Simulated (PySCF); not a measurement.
**C6H5FNO: g tensor and hyperfine couplings**

C6H5FNO (doublet state).
Numbering: `[CH3:1][C:2](=[O:3])[C@:4]1([F:5])[CH2:6][C:7]1[C:8]#[N:9]` (hydrogens: H10, H11, H12 on C1; H13, H14 on C6)

Cartesian coordinates in Å at the GFN2-xTB level; atoms count from 1:
```xyz
14
C6H5FNO angstrom
C      2.1469    0.3030    0.4202
C      0.9907   -0.4704   -0.1313
O      1.0682   -1.3436   -0.9558
C     -0.3519   -0.0689    0.4268
F     -0.2721    0.6476    1.5919
C     -1.5349   -0.9911    0.2140
C     -1.4345    0.2651   -0.5139
C     -1.9287    1.1797   -1.3566
N     -2.3460    1.9813   -2.0890
H      1.9838    1.3677    0.2614
H      2.2122    0.1396    1.4952
H      3.0670   -0.0136   -0.0622
H     -2.2848   -1.0817    0.9904
H     -1.3167   -1.9151   -0.3131
```

The hyperfine couplings belong to this conformer and change with its torsions.

Computed with UKS B3LYP, pcH-1 on C F H N O, non-relativistic, mean-field spin-orbit, GIAO in PySCF 2.14.0. The structure is a single GFN2-xTB conformer in the gas phase; no vibrational or solvent corrections. A GFN2-xTB geometry isn't a minimum of the functional, and hyperfine couplings can be far from their values at a DFT geometry. Stability of the SCF solution: not tested.

```
g1, g2, g3      : 2.00234, 2.00326, 2.00381
g_iso           : 2.00314
Form of g       : rhombic: the two nearest values differ by 37 % of g3 − g1
⟨S²⟩            : 0.7662 (exact 0.7500)
Basis functions : 275
```

Hyperfine couplings atom by atom, in mT; T1 to T3 are the principal values of the dipolar part; ρ(0) is the spin density at the nucleus (MHz turned into mT with g_iso):

| atom | isotope | a_iso | T1 | T2 | T3 | Mulliken spin population | ρ(0) (bohr⁻³) |
| --- | --- | --- | --- | --- | --- | --- | --- |
| C1 | 13C | 0.17 | -0.03 | -0.02 | 0.05 | 0.00 | 0.0044 |
| C2 | 13C | 0.39 | -0.09 | -0.07 | 0.16 | 0.01 | 0.0097 |
| O3 | 17O | -0.02 | -0.11 | 0.04 | 0.07 | 0.01 | 0.0010 |
| C4 | 13C | -0.37 | -0.14 | -0.04 | 0.17 | -0.03 | -0.0093 |
| F5 | 19F | 2.91 | -1.74 | -1.40 | 3.15 | 0.02 | 0.0194 |
| C6 | 13C | -1.00 | -0.16 | 0.05 | 0.11 | -0.06 | -0.0249 |
| C7 | 13C | 2.79 | -2.40 | -2.22 | 4.62 | 0.77 | 0.0695 |
| C8 | 13C | -2.19 | -0.77 | -0.07 | 0.83 | -0.22 | -0.0545 |
| N9 | 14N | 0.35 | -0.72 | -0.54 | 1.27 | 0.42 | 0.0307 |
| H10 | 1H | -0.02 | -0.05 | -0.03 | 0.07 | 0.00 | -0.0001 |
| H11 | 1H | -0.04 | -0.04 | -0.03 | 0.06 | 0.00 | -0.0002 |
| H12 | 1H | 0.10 | -0.03 | -0.02 | 0.05 | 0.00 | 0.0006 |
| H13 | 1H | 3.48 | -0.15 | -0.09 | 0.24 | 0.04 | 0.0218 |
| H14 | 1H | 3.88 | -0.16 | -0.10 | 0.26 | 0.04 | 0.0243 |

The Mulliken spin populations are largest on C7 (+0.77), N9 (+0.42), C8 (-0.22) and C6 (-0.06). The angles at C7 add up to 359.9°, so it is planar.

Axes: g2 points within 10° of the C6–C7 bond.

Under fast tumbling the dipolar parts average out, and these isotropic splittings remain: 1 × 1H (H14, I = 1/2, 2 lines) with 3.88 mT, 1 × 1H (H13, I = 1/2, 2 lines) with 3.48 mT, 1 × 19F (F5, I = 1/2, 2 lines) with 2.91 mT and 1 × 14N (N9, I = 1, 3 lines) with 0.35 mT.

The 13C coupling of C7 (78.2 MHz) shows only in satellite lines or after enrichment, since that isotope makes up about 1.07 % of natural carbon.

The run took 83 s (with the writing of density and orbital grids) on one thread of an Arm Neoverse V1, shared host, and the process peaked at 1.1 GiB of memory.
